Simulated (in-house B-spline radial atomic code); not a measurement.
Zn. Computed with a B-spline radial atomic code. Model: non-relativistic spherical atom: semilocal Troullier-Martins pseudo-atom, one channel per l, against all electrons, high spin, G0W0 and RPA with empty states to l = 8, local potential for every l without a channel, a model core (radius 0 = none) keeps its share of the functional.

The core holds an angular momentum without a channel of its own, so the local potential lets valence electrons into it.

What the tables leave out is listed at the end.

The pseudopotential gives back the lowest level of each angular momentum of its own functional in the configuration it was made in; a second state of the same l is only approximately right. Exact exchange, RPA and GW see the smooth pseudo-orbitals and miss the exchange with the core, for which the functional's share stands in. The column with an uncorrelated core keeps all orbitals and exact exchange, and so separates missing core correlation from pseudisation. Only the three outermost levels and the lowest empty one were computed. RPA here is direct RPA, with no exchange kernel, and its energies carry an (l + 1/2)⁻⁴ tail. A hybrid on a potential with a model core restores only its own semilocal share of the core's exchange.

Command:
```bash
python run_psgw.py task.json out
```
Settings (lengths in bohr, energies in hartree):
```
Z                      30
electrons              30
configuration          [Ar] 3d10 4s2
generated_in           [Ar] 3d10 4s2
functional             lda,vwn
core_shells            6
radius_factor          0.8
core_correction        True
ion_configuration      [Ar] 3d10 4s1
```

Cost of the run: 48 s on 1 thread of Arm Neoverse N1 (shared host).

Given: made with LDA VWN5; model core radius 1.863 bohr; local radius 1.797 bohr; mean-field start LDA VWN5.

Valence shells of the generating configuration: 4s.

Channel: s 1.681, p 2.456 (radii in bohr).

Computed: largest level miss in the spin-unpolarised generating configuration 0 eV; valence RPA correlation energy pseudo -0.075713 hartree; all-electron RPA polarisability, core included 30.6 bohr³; pseudo-atom RPA polarisability 30.159 bohr³; ionisation by mean-field all-electron 9.6862 eV; ionisation by RPA all-electron 9.5475 eV; ionisation by RPA pseudo minus all 0.793 eV.

```
level  occupied  mean-field all-electron (eV)  mean-field pseudo minus all (eV)  G0W0 all-electron (eV)  G0W0 uncorrelated core minus all (eV)  G0W0 pseudo minus all (eV)  exchange self-energy all-electron (eV)  exchange self-energy pseudo (eV)
   4s         1                       -6.0607                                 0                 -9.2662                                  0.524                      -0.232                                 -11.917                            -9.203
```

**Question.** What is the ionisation by mean-field pseudo minus all?

**Answer.** 0.116 eV.

**Question.** What is the valence RPA correlation energy all-electron orbitals?

**Answer.** -0.06891 hartree.

Given: mean-field start PBE0.

Computed: valence RPA correlation energy all-electron orbitals -0.059233 hartree; all-electron RPA polarisability, core included 28.852 bohr³; pseudo-atom RPA polarisability 29.164 bohr³; ionisation by mean-field all-electron 9.0695 eV; ionisation by RPA all-electron 9.3734 eV; ionisation by RPA pseudo minus all 0.102 eV.

```csv
level,occupied,mean-field all-electron (eV),mean-field pseudo minus all (eV),G0W0 all-electron (eV),G0W0 uncorrelated core minus all (eV),G0W0 pseudo minus all (eV),exchange self-energy all-electron (eV),exchange self-energy pseudo (eV)
4s,1,-6.5448,0.066,-9.2353,0.517,0.24,-11.482,-8.9471
```

**Question.** What is the valence RPA correlation energy pseudo?

**Answer.** -0.064645 hartree.

**Question.** What is the ionisation by mean-field pseudo minus all?

**Answer.** 0.01 eV.

Among the listed levels the largest G0W0 shift of the pseudo-atom is +0.24 eV, for 4s on the PBE0 start, while leaving the core uncorrelated moves that level by +0.52 eV. The rest, -0.28 eV, comes from pseudisation and the lost core exchange. Not in the tables (levels of low weight, unsolved or above zero; the highest and the empty levels are kept at any weight): on LDA the G0W0 levels 4p (pseudo minus all -0.25 eV, weights 0.89 and 0.90); on PBE0 the G0W0 levels 4p (pseudo minus all -0.04 eV, weights 0.93 and 0.94); no Hartree-Fock pseudo-atom is run with a model core.
